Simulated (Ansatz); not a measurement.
CH10FNSi3, SMILES [SiH2]([Si@@H](N[SiH3])C)F.

The structure is a stationary point at B3LYP-D3(BJ)/def2-SVP. The structure was generated by enumeration; whether it is a known compound was not checked. The values are those of a single conformer.

Two levels are set side by side: PBE/def2-SVPD (Ansatz, a program for electronic structure) and CAM-B3LYP/def2-SVPD (Ansatz). Energy differences of separate SCF runs at the same geometry; the states with an electron removed or added have multiplicity 2 and 2. Differences are taken from unrounded values.

| quantity | CAM-B3LYP |
|---|---|
| vertical ionisation energy (eV) | 9.20 |
| vertical singlet–triplet gap (eV) | 5.35 |

Q: What does PBE give, and how far is it from CAM-B3LYP? (Estimate from the structure and the level; the computed values follow.)

A: 
| quantity | PBE | PBE minus CAM-B3LYP |
|---|---|---|
| vertical ionisation energy (eV) | 8.62 | -0.58 |
| vertical singlet–triplet gap (eV) | 4.47 | -0.88 |
